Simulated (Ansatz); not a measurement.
```yaml
crystal:
  periodic: [false, false, false]
  atoms:
    - {symbol: N, position_ang: [5.664649, -1.025618, 2.500138]}
    - {symbol: C, position_ang: [3.929784, -0.555415, 0.702462]}
    - {symbol: N, position_ang: [1.855535, -0.061928, -1.303880]}
    - {symbol: Si, position_ang: [-1.906191, -0.511421, -0.599964]}
    - {symbol: O, position_ang: [-3.446333, 2.306331, 1.013669]}
    - {symbol: H, position_ang: [2.557553, 1.010078, -3.119643]}
    - {symbol: H, position_ang: [-3.291930, -0.722878, -3.524756]}
    - {symbol: H, position_ang: [-2.097652, -3.190305, 1.234136]}
    - {symbol: H, position_ang: [-3.070722, 2.649294, 3.060437]}
basis:
  gaussian: {orbitals: def2-SVP}
magnetization: {spin_polarized: true, initial_magnetization: 2}
hamiltonian: {xc: {name: B2GP-PLYP}}
```

```sh
$ ansatz run in.yaml --threads 2 --pin off --events-out ev --progress --plain --max-ram 4352MiB
```

Shortened log:

```
Functional definition: B2GP-PLYP
943 factors; integrals over basis functions are off by at most 9.6e-4 eV
mean field evaluation 1: about -13863.5318 eV, gradient 8.4e1 eV
mean field evaluation 2: about -13863.5516 eV, gradient 8.4e1 eV
mean field evaluation 4: about -13819.8988 eV, gradient 6.6e1 eV
mean field evaluation 8: about -13927.5294 eV, gradient 1.4e1 eV
mean field evaluation 16: about -13948.5984 eV, gradient 4.4e-1 eV
mean field evaluation 32: about -13948.7357 eV, gradient 7.9e-3 eV
mean field evaluation 96: about -13949.7067 eV, gradient 2.9e-6 eV
mean field -13949.71986602 eV, -512.6427496163 hartree, gradient 1.2e-9 eV, S^2 8.504605; 23 other end points of the search recorded, 0 dependent functions left out
9 core orbitals not correlated: weight in the atoms' cores, before any rotation towards them, 1.000 or more for the frozen orbitals, at most 0.000 for the correlated occupied ones
reference -13949.72009727 eV, -512.6427581149 hartree; 15, 13 occupied and 70, 72 virtual orbitals, 943 factors
second order -10.91492335 eV of doubles, -0.00000000 eV of singles
Total energy: -13953.64946968 eV, -512.7871598874 hartree
```

In this input the geometry is stretched to more than twice its size. Self-consistency was reached. The result belongs to that input, not to the molecule as meant.
